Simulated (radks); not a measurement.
Question: Au27+, configuration [Kr] 4d10 4f5 7p1 (not the ground configuration). Method: scalar-relativistic Kohn-Sham, LDA (Slater exchange, Perdew-Wang correlation), spin-polarised, spherical densities, point nucleus; open shells are filled with parallel spins first (spin-orbit coupling, left out, can overturn this in heavy ions); computed with a radial shooting solver on a logarithmic mesh with Libxc functionals. Some entries of the table are withheld. Estimate them.

| orbital | occ. | eigenvalue (eV) | <r> (bohr) | <1/r> (bohr^-1) |
|---|---|---|---|---|
| 1s up | 1 | -81646.57 | 0.01687 | 95.75 |
| 1s down | 1 | -81646.50 | 0.01687 | 95.75 |
| 2s up | 1 | -15168.64 | 0.07116 | 22.44 |
| 2s down | 1 | -15168.26 | 0.07116 | 22.44 |
| 2p up | 3 | -13241.57 | 0.06427 | 19.96 |
| 2p down | 3 | -13241.24 | 0.06427 | 19.97 |
| 3s up | 1 | -4287.326 | 0.1836 | 8.334 |
| 3s down | 1 | -4281.409 | 0.1835 | 8.342 |
| 3p up | 3 | -3728.037 | 0.1847 | 7.606 |
| 3p down | 3 | -3722.057 | 0.1846 | 7.614 |
| 3d up | 5 | -3131.588 | 0.1673 | 7.157 |
| 3d down | 5 | -3126.902 | 0.1670 | 7.164 |
| 4s up | 1 | -1590.925 | 0.3918 | 3.738 |
| 4s down | 1 | -1582.226 | 0.3922 | 3.731 |
| 4p up | 3 | -1397.862 | 0.4110 | 3.422 |
| 4p down | 3 | -1389.558 | 0.4116 | 3.415 |
| 4d up | 5 | (1) | (2) | 3.149 |
| 4d down | 5 | (3) | (4) | 3.141 |
| 4f up | 5 | -927.2602 | 0.4065 | 2.878 |
| 4f down | 0 | -918.2222 | 0.4078 | 2.871 |
| 7p up | 1 | -303.9210 | 1.832 | 0.7753 |
| 7p down | 0 | -299.5874 | 1.841 | 0.7708 |

Answer: 
(1) 4d up eigenvalue (eV): -1170.794
(2) 4d up <r> (bohr): 0.4200
(3) 4d down eigenvalue (eV): -1162.618
(4) 4d down <r> (bohr): 0.4208
